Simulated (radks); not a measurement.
The numbers below are computed, except where a source is named.
All-electron atom: Sc in [Ar] 3d1 4s1 4d1 (not the ground configuration). Level of theory: scalar-relativistic Kohn-Sham, B86b exchange with PBE correlation, spin-unpolarised, spherical densities, finite nucleus; Fermi nuclear charge, rms radius 3.5459 fm (a radial shooting solver on a logarithmic mesh with Libxc functionals). Some entries of the table are withheld. Estimate them.

| orbital | occ. | eigenvalue (eV) | <r^2> (bohr^2) | <1/r> (bohr^-1) |
|---|---|---|---|---|
| 1s | 2 | -4402.546 | 0.007174 | 20.77 |
| 2s | 2 | (1) | 0.1396 | 4.297 |
| 2p | 6 | -392.2636 | 0.1169 | 4.200 |
| 3s | 2 | -58.9555 | 1.333 | 1.304 |
| 3p | 6 | -37.5378 | 1.606 | 1.173 |
| 3d | 1 | -6.9051 | 3.878 | 0.7968 |
| 4s | 1 | (2) | 13.44 | 0.3800 |
| 4p | 0 | (3) | 22.77 | 0.2935 |
| 5s | 0 | -1.3957 | 101.5 | 0.1320 |
| 4d | 1 | -0.7242 | 114.4 | 0.1271 |

Answer. 
(1) 2s eigenvalue (eV): -478.3469
(2) 4s eigenvalue (eV): -6.7906
(3) 4p eigenvalue (eV): -3.5345
